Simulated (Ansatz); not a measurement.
Cartesian coordinates in Å:
```
N 0.8398 0.7075 2.3514
P 0.0635 -0.1603 1.1448
B -0.3045 0.6597 -0.4110
Si -0.7445 -0.5376 -1.9535
H 1.8050 0.9677 2.2287
H 0.6193 0.4689 3.3041
H 0.7113 -1.3962 0.9278
H -0.4502 1.8438 -0.4401
H -2.1183 -0.2992 -2.4791
H 0.2117 -0.2713 -3.0678
H -0.6332 -1.9831 -1.6054
```

The species carries charge 0 and has multiplicity 1.

Question: List the ωB97M-V/def2-TZVPP orbital energies in eV (Ansatz). (Estimate.)

Answer: Ansatz gave: Occupied: -2105.72, -1806.34, -394.95, -187.67, -183.23, -147.47, -131.88, -131.81, -131.79, -101.58, -101.58, -101.56, -27.59, -20.67, -17.77, -17.02, -15.58, -15.21, -12.63, -11.78, -11.48, -10.76, -10.12, -9.07. Lowest empty: 0.06, 1.91, 2.62, 2.96, 3.07, 3.20, 3.61, 3.82.
